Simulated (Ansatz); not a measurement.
Born–Oppenheimer molecular dynamics of Cl2FH5OSi2 (11 atoms, charge 0, multiplicity 1). It starts at the highest image of a converged band, a first-order saddle point between two minima.

Level of theory: Ansatz, RKS B3LYP/cc-pVDZ.

| Quantity | Value |
| --- | --- |
| ensemble | NVE (velocity Verlet) |
| time step | 0.5 fs |
| steps asked | 200 |
| starting velocities drawn for | 100 K |
| seed | 7342 |

Frames 2.5 fs apart, positions in Å, forces in eV/Å.

Velocities at 35 fs (Å/ps):

```
Si 6.75 3.78 -1.93
F -5.77 4.46 -5.68
Cl -0.55 -0.43 0.42
Cl 1.02 0.17 0.53
H -9.83 11.55 -4.74
H -5.24 -17.85 6.95
O -2.69 -5.19 2.19
Si -1.31 -2.20 3.26
H 0.50 -13.08 7.95
H 2.84 -10.80 -12.11
H -4.28 -6.70 4.07
```

```xyz
11
Properties=species:S:1:pos:R:3:forces:R:3 time_fs=35 energy_less_start_eV=-0.186 T=260
Si -0.145 0.984 -1.184 -0.70 -0.46 -0.22
F 1.384 1.627 -0.822 0.68 0.59 -0.07
Cl 0.481 -0.035 -2.882 0.07 -0.10 -0.27
Cl -2.146 -0.011 -1.036 0.41 -0.10 0.31
H -0.807 2.281 -1.200 -0.10 0.46 -0.06
H 1.259 0.480 0.498 0.09 -0.11 0.08
O 0.388 0.039 0.384 -0.15 0.16 -0.15
Si -0.101 -1.225 1.477 0.10 -0.15 0.59
H -0.411 -2.432 0.697 -0.03 -0.16 -0.09
H 1.157 -1.350 2.304 -0.33 -0.09 -0.15
H -1.230 -0.699 2.279 -0.05 -0.06 0.03
11
Properties=species:S:1:pos:R:3:forces:R:3 time_fs=37.5 energy_less_start_eV=-0.177 T=252
Si -0.130 0.993 -1.189 -1.68 0.03 -0.28
F 1.371 1.639 -0.836 1.05 0.65 0.12
Cl 0.480 -0.036 -2.881 0.12 -0.15 -0.34
Cl -2.143 -0.011 -1.035 0.48 -0.06 0.32
H -0.831 2.317 -1.213 0.27 -0.21 -0.05
H 1.254 0.434 0.519 0.42 0.07 0.14
O 0.381 0.026 0.389 -0.29 0.21 -0.33
Si -0.104 -1.230 1.486 -0.29 -0.61 0.27
H -0.410 -2.467 0.716 0.00 0.14 0.04
H 1.156 -1.379 2.272 -0.10 -0.03 0.09
H -1.242 -0.718 2.290 0.04 -0.05 0.02
11
Properties=species:S:1:pos:R:3:forces:R:3 time_fs=40 energy_less_start_eV=-0.137 T=218
Si -0.117 1.002 -1.195 -2.33 0.19 -0.30
F 1.361 1.653 -0.850 1.37 0.69 0.30
Cl 0.479 -0.038 -2.881 0.15 -0.18 -0.38
Cl -2.139 -0.011 -1.033 0.53 -0.01 0.32
H -0.840 2.342 -1.230 0.43 -0.55 -0.03
H 1.268 0.391 0.547 -0.16 -0.11 -0.02
O 0.373 0.015 0.393 0.42 0.57 -0.28
Si -0.108 -1.238 1.495 -0.67 -0.89 -0.04
H -0.410 -2.494 0.736 -0.01 0.30 0.09
H 1.149 -1.410 2.244 0.18 0.02 0.32
H -1.251 -0.739 2.302 0.09 -0.02 0.02
11
Properties=species:S:1:pos:R:3:forces:R:3 time_fs=42.5 energy_less_start_eV=-0.127 T=209
Si -0.110 1.011 -1.201 -2.40 -0.13 -0.29
F 1.356 1.670 -0.863 1.53 0.64 0.43
Cl 0.478 -0.040 -2.882 0.18 -0.20 -0.40
Cl -2.134 -0.010 -1.030 0.55 0.03 0.33
H -0.825 2.337 -1.249 0.25 -0.35 -0.03
H 1.276 0.343 0.574 -0.35 -0.07 -0.15
O 0.367 0.005 0.396 0.70 0.63 -0.18
Si -0.114 -1.246 1.505 -0.65 -0.88 -0.09
H -0.410 -2.505 0.761 -0.07 0.20 -0.01
H 1.152 -1.440 2.235 0.19 0.08 0.35
H -1.256 -0.761 2.315 0.08 0.04 0.06
11
Properties=species:S:1:pos:R:3:forces:R:3 time_fs=45 energy_less_start_eV=-0.129 T=211
Si -0.108 1.020 -1.208 -1.95 -0.74 -0.23
F 1.355 1.688 -0.874 1.44 0.49 0.49
Cl 0.478 -0.042 -2.883 0.18 -0.20 -0.40
Cl -2.129 -0.010 -1.027 0.54 0.06 0.33
H -0.796 2.313 -1.269 -0.16 0.26 -0.05
H 1.267 0.292 0.593 0.27 0.25 -0.12
O 0.362 -0.003 0.398 0.14 0.33 -0.18
Si -0.120 -1.257 1.514 -0.27 -0.65 0.08
H -0.415 -2.504 0.785 -0.14 -0.07 -0.19
H 1.164 -1.464 2.246 -0.10 0.17 0.18
H -1.256 -0.780 2.332 0.04 0.09 0.09
11
Properties=species:S:1:pos:R:3:forces:R:3 time_fs=47.5 energy_less_start_eV=-0.122 T=205
Si -0.110 1.028 -1.216 -1.36 -1.07 -0.12
F 1.359 1.708 -0.884 1.12 0.25 0.50
Cl 0.477 -0.044 -2.885 0.19 -0.19 -0.38
Cl -2.122 -0.010 -1.023 0.51 0.09 0.33
H -0.776 2.304 -1.294 -0.45 0.67 -0.07
H 1.271 0.255 0.604 0.27 0.32 -0.18
O 0.359 -0.009 0.399 0.16 0.22 -0.06
Si -0.128 -1.269 1.523 0.06 -0.40 0.18
H -0.427 -2.507 0.799 -0.16 -0.21 -0.27
H 1.171 -1.479 2.267 -0.35 0.21 -0.01
H -1.253 -0.795 2.354 0.01 0.12 0.08
11
Properties=species:S:1:pos:R:3:forces:R:3 time_fs=50 energy_less_start_eV=-0.157 T=235
Si -0.115 1.033 -1.223 -1.05 -0.59 -0.01
F 1.366 1.729 -0.893 0.63 -0.04 0.46
Cl 0.477 -0.047 -2.887 0.19 -0.17 -0.35
Cl -2.115 -0.009 -1.019 0.47 0.11 0.33
H -0.781 2.331 -1.322 -0.27 0.30 -0.05
H 1.288 0.235 0.605 -0.35 0.17 -0.32
O 0.356 -0.014 0.401 0.74 0.29 0.15
Si -0.135 -1.282 1.532 0.04 -0.28 0.01
H -0.450 -2.521 0.797 -0.10 -0.06 -0.15
H 1.159 -1.482 2.288 -0.33 0.16 -0.07
H -1.250 -0.802 2.380 0.03 0.10 0.01
11
Properties=species:S:1:pos:R:3:forces:R:3 time_fs=52.5 energy_less_start_eV=-0.176 T=251
Si -0.122 1.038 -1.231 -0.87 0.21 0.05
F 1.375 1.749 -0.900 0.07 -0.34 0.39
Cl 0.478 -0.050 -2.890 0.20 -0.14 -0.30
Cl -2.107 -0.009 -1.014 0.41 0.13 0.31
H -0.801 2.374 -1.353 0.09 -0.37 0.02
H 1.287 0.227 0.587 -0.15 0.20 -0.21
O 0.356 -0.018 0.402 0.49 0.17 0.12
Si -0.142 -1.296 1.542 -0.23 -0.16 -0.35
H -0.477 -2.538 0.786 0.00 0.20 0.04
H 1.128 -1.476 2.306 -0.04 0.04 0.02
H -1.244 -0.804 2.407 0.04 0.06 -0.09
11
Properties=species:S:1:pos:R:3:forces:R:3 time_fs=55 energy_less_start_eV=-0.154 T=232
Si -0.131 1.042 -1.239 -0.52 0.60 0.10
F 1.385 1.769 -0.906 -0.45 -0.61 0.34
Cl 0.479 -0.053 -2.893 0.19 -0.09 -0.25
Cl -2.098 -0.007 -1.008 0.32 0.13 0.29
H -0.817 2.397 -1.382 0.27 -0.66 0.07
H 1.280 0.231 0.557 0.39 0.27 0.00
O 0.357 -0.022 0.405 -0.12 -0.01 -0.02
Si -0.149 -1.310 1.551 -0.42 0.14 -0.65
H -0.505 -2.543 0.777 0.07 0.29 0.14
H 1.095 -1.467 2.326 0.27 -0.08 0.13
H -1.237 -0.802 2.428 0.00 0.03 -0.16
11
Properties=species:S:1:pos:R:3:forces:R:3 time_fs=57.5 energy_less_start_eV=-0.141 T=221
Si -0.141 1.048 -1.246 0.04 0.37 0.18
F 1.393 1.786 -0.910 -0.85 -0.82 0.29
Cl 0.480 -0.056 -2.897 0.17 -0.03 -0.17
Cl -2.089 -0.006 -1.002 0.21 0.11 0.28
H -0.819 2.384 -1.407 0.16 -0.39 0.06
H 1.291 0.249 0.527 -0.05 0.04 0.06
O 0.359 -0.026 0.407 0.25 0.13 -0.03
Si -0.158 -1.324 1.558 -0.20 0.62 -0.67
H -0.529 -2.533 0.776 0.06 0.11 0.07
H 1.077 -1.462 2.352 0.29 -0.17 0.08
H -1.230 -0.799 2.440 -0.08 0.02 -0.16
11
Properties=species:S:1:pos:R:3:forces:R:3 time_fs=60 energy_less_start_eV=-0.099 T=185
Si -0.151 1.054 -1.253 0.73 -0.30 0.27
F 1.398 1.801 -0.914 -1.14 -0.97 0.27
Cl 0.481 -0.060 -2.902 0.14 0.03 -0.09
Cl -2.079 -0.005 -0.996 0.09 0.08 0.26
H -0.812 2.349 -1.429 -0.15 0.29 -0.01
H 1.299 0.270 0.500 -0.42 -0.17 0.14
O 0.361 -0.029 0.409 0.55 0.27 -0.05
Si -0.167 -1.336 1.565 0.33 1.12 -0.46
H -0.550 -2.517 0.778 0.01 -0.18 -0.08
H 1.074 -1.468 2.383 0.02 -0.20 -0.13
H -1.228 -0.794 2.443 -0.15 0.03 -0.13
11
Properties=species:S:1:pos:R:3:forces:R:3 time_fs=62.5 energy_less_start_eV=-0.042 T=137
Si -0.159 1.060 -1.260 1.20 -0.72 0.30
F 1.400 1.813 -0.917 -1.36 -1.07 0.25
Cl 0.483 -0.063 -2.906 0.12 0.10 -0.01
Cl -2.069 -0.004 -0.989 -0.03 0.05 0.25
H -0.813 2.331 -1.451 -0.33 0.71 -0.06
H 1.286 0.282 0.482 0.15 -0.07 0.28
O 0.365 -0.031 0.411 -0.05 0.07 -0.10
Si -0.175 -1.346 1.569 0.68 1.39 -0.37
H -0.571 -2.510 0.776 -0.01 -0.28 -0.13
H 1.073 -1.485 2.406 -0.22 -0.19 -0.30
H -1.235 -0.787 2.438 -0.16 0.02 -0.11
```

Of the whole run (100 fs, mean temperature of the second half 212 K): The conserved energy stayed within 0.032 meV per atom of its start (net change 0.024 meV per atom), so the integration is sound. The kinetic energy rose, since the run started high on the potential surface and went downhill. It ends in pieces (Cl2FHSi + H4OSi), so much of that is their flight and rotation, not heat. A run of 0.1 ps of so small a system gives no equilibrium averages. The orbitals stay closed-shell, which can raise the energy where a bond breaks towards radicals; this wasn't checked here.

Run time: 15 min on 4 threads of Arm Neoverse N1, on a shared host, peak memory 0.37 GiB.
